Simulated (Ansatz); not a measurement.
Geometry optimisation, RKS PBE0/def2-SVP in Ansatz 0.2.0.

Input file:

```yaml
crystal:
  periodic: [false, false, false]
  atoms:
    - { symbol: Al, position_ang: [0.031522, 0.521229, -0.309898] }
    - { symbol: F, position_ang: [-0.149202, -0.118192, 2.493629] }
    - { symbol: O, position_ang: [1.520739, -0.201987, -0.663574] }
    - { symbol: H, position_ang: [1.72993, -1.054809, -1.043566] }
    - { symbol: O, position_ang: [-1.518824, 0.020012, -0.783473] }
    - { symbol: H, position_ang: [-1.798911, -0.856451, -1.044237] }
    - { symbol: "N", position_ang: [0.119888, 2.162451, 0.580245] }
    - { symbol: H, position_ang: [0.998955, 2.668557, 0.630926] }
    - { symbol: H, position_ang: [-0.658431, 2.812742, 0.542483] }
    - { symbol: H, position_ang: [-0.081164, 0.799048, 2.353064] }
basis:
  gaussian: { orbitals: def2-SVP }
hamiltonian:
  xc: pbe0
relax:
  f_tol: 0.03
  max_steps: 50
```

Run as:

```bash
$ ansatz run input.yaml --threads 2 --pin off --max-ram 3072MiB --backend cpu --events-out ev --progress --plain --runs-dir out
```

Task: Where does it end, and by what steps?

Result: It converged. After 15 steps the energy has fallen by 2.247 eV; H10 moved furthest, 1.34 Å. Parted: F2–H10. Joined: Al1–F2, N7–H10.

| step | energy less start (eV) | largest force component (eV/Å) | accepted |
| --- | --- | --- | --- |
| 0 | 0.0000 | 1.618 | yes |
| 1 | -0.2520 | 0.887 | yes |
| 2 | -0.4768 | 0.913 | yes |
| 3 | -0.7057 | 0.906 | yes |
| 4 | -0.9414 | 1.973 | yes |
| 5 | -1.3956 | 1.569 | yes |
| 6 | -1.3815 | 7.174 | no |
| 7 | -1.7237 | 1.239 | yes |
| 8 | -1.9230 | 0.919 | yes |
| 9 | -2.0536 | 0.498 | yes |
| 10 | -2.1684 | 0.567 | yes |
| 11 | -2.2252 | 0.414 | yes |
| 12 | -2.2414 | 0.160 | yes |
| 13 | -2.2458 | 0.055 | yes |
| 14 | -2.2440 | 0.157 | no |
| 15 | -2.2465 | 0.016 | yes |

```xyz
10
Properties=species:S:1:pos:R:3
Al -0.022 0.029 0.253
F -0.170 -0.826 1.697
O 1.529 0.003 -0.497
H 1.944 -0.783 -0.849
O -1.462 0.159 -0.684
H -2.069 -0.566 -0.832
N 0.092 1.932 0.851
H 0.979 2.311 0.517
H -0.677 2.457 0.433
H 0.049 2.035 1.865
```

Whether the end is a true minimum wasn't checked by a vibrational analysis.

The run took 50 s on 2 threads of Arm Neoverse V1, on a shared host, peak memory 0.2 GiB.
